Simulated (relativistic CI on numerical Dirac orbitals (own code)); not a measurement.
**Hyperfine structure of Gd⁵³⁺, mass number 157**

Method of calculation: Dirac-Coulomb-Breit CI, KLI orbitals optimised for each configuration, a model potential for QED, unscaled Slater integrals (own radial code, finite nucleus).

Configurations in the expansion (outside the closed core [Ne]): 3s, 3p, 3d, 4s, 4p, 4d, 4f, 5s, 5p, 5d, 5f, 5g, 6s, 6p, 6d. Levels of other configurations are missing.

Nuclear spin I = 3/2, μ = -0.3398 μN, Q = 1.35 b (tables of Stone and Pyykkö). The electronic factors are computed for point nuclear moments, without core polarisation or the Bohr-Weisskopf and QED corrections.

```csv
Level,E (eV),A (GHz),B (GHz)
3s ²S1/2,0.00,-723.6,
3p ²P°1/2,128.11,-231.1,
3p ²P°3/2,317.27,-30.7,362
3d ²D3/2,473.62,-16.36,64.7
3d ²D5/2,516.82,-6.635,82.4
4s ²S1/2,2288.44,-296.3,
4p ²P°1/2,2341.44,-95.78,
4p ²P°3/2,2418.72,-12.85,152
```

Levels with J = 0, under 50 % of one LS term, or S terms without an open s electron are left out. Small factors come from cancelling terms and can be off by tens of per cent or more.

At this charge energies of transitions that change n are usually good to better than 1 %, and those within a shell (Δn = 0) to a few per cent.

Give the hyperfine levels of 3s ²S1/2 relative to its centre of gravity.

With K = F(F + 1) − I(I + 1) − J(J + 1), E = AK/2: F = 1: 904.5, F = 2: -542.7 GHz.
